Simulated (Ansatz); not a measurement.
A series at B: from `C=CB(C=C)C=C`, ligands are replaced one by one, each step taking up H₂ and setting free `C=C`; n counts the steps. Ansatz, PBE0-D4/def2-TZVP geometries. Each molecule was computed in one conformer, which needn't be the lowest.

| n | molecule | HOMO energy, ωB97M-V/def2-TZVPP (eV) |
| --- | --- | --- |
| 0 | `C=CB(C=C)C=C` | -9.91 |
| 1 | `C=CBC=C` | ? |
| 2 | `BC=C` | -10.74 |
| 3 | BH₃ | -12.31 |

**Question.** By hand: fit a straight line y = ȳ + b (n − n̄) to the 3 given rows and predict n = 1.

**Answer.** n̄ = 1.667, ȳ = -10.987; Σ(n − n̄)(y − ȳ) = -3.477, Σ(n − n̄)² = 4.667, so b = -0.745 eV a step. Prediction: -10.987 + (-0.745) × (-0.667) = -10.49 eV.

**Question.** By hand: compare with the computed value, -10.02 eV, and give the steps along the whole series.

**Answer.** The line misses by 0.47 eV (computed minus predicted). Steps: -0.11, -0.72, -1.57 eV.

One step carries most of the change, so a line is a poor guide. The highest orbital can change its character along such a series. The miss is 19.6 % of the series' range.
